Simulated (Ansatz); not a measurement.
Cartesian coordinates in Å:
```
N -0.607 0.331 -2.136
C -0.151 0.168 -0.981
Si -0.871 0.366 0.766
N 0.731 0.091 1.321
As 1.669 -0.346 -0.229
H 0.070 0.142 -2.878
H -1.462 1.684 1.129
H -1.873 -0.688 1.094
H 1.161 0.102 2.228
H 1.334 -1.849 -0.314
```

Total charge 0; spin multiplicity 1.

Question: List the ωB97M-V/def2-TZVPP orbital energies in eV (Ansatz). (Estimate.)

Answer: Ansatz gave: Occupied: -11605.29, -1807.27, -1473.34, -1314.61, -1314.60, -1314.57, -394.83, -394.36, -282.85, -195.75, -148.29, -141.89, -141.82, -141.71, -102.43, -102.39, -102.38, -48.26, -48.23, -48.15, -48.11, -48.06, -28.27, -26.62, -20.86, -19.07, -17.47, -15.03, -14.28, -13.58, -13.23, -12.36, -11.77, -10.96, -9.35, -8.49. Lowest empty: 0.67, 1.14, 2.27, 2.57, 3.23, 3.37, 3.48, 3.76.
